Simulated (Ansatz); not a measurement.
Reaction (SMILES): C=CC[SiH2-] → C=[C-]C[SiH3]
Structures are relaxed separately at B3LYP-D3(BJ)/def2-TZVP in Ansatz (an electronic-structure program), one conformer each, not searched for the lowest.

Wanted: isomerisation energy (electronic energy difference), in kJ/mol. Cores are frozen in the correlated levels unless marked. No spin-orbit coupling. Non-relativistic. Anions need diffuse functions: aug- sets have them; def2-D sets add few; the other sets have none. Basis-set limits of correlation are two-point, X^-3; Hartree-Fock from the larger set.

```
level                             program  isomerisation energy (kJ/mol)
-------------------------  --------------  -----------------------------
HF/cc-pV(T+d)Z                     Ansatz                          113.2
LC-wPBE-D3(BJ)/def2-TZVPD  Ansatz + dftd3                          111.8
wB97M-V/def2-TZVPD                 Ansatz                          108.6
wB97X-V/def2-TZVPD                 Ansatz                          106.5
```

Task: Predict the CCSD(T)/CBS(aug-cc-pV(T+d)Z,aug-cc-pV(Q+d)Z) result (Ansatz).

Result: 106.7 kJ/mol, so wB97X-V/def2-TZVPD differs from it by -0.2 kJ/mol.
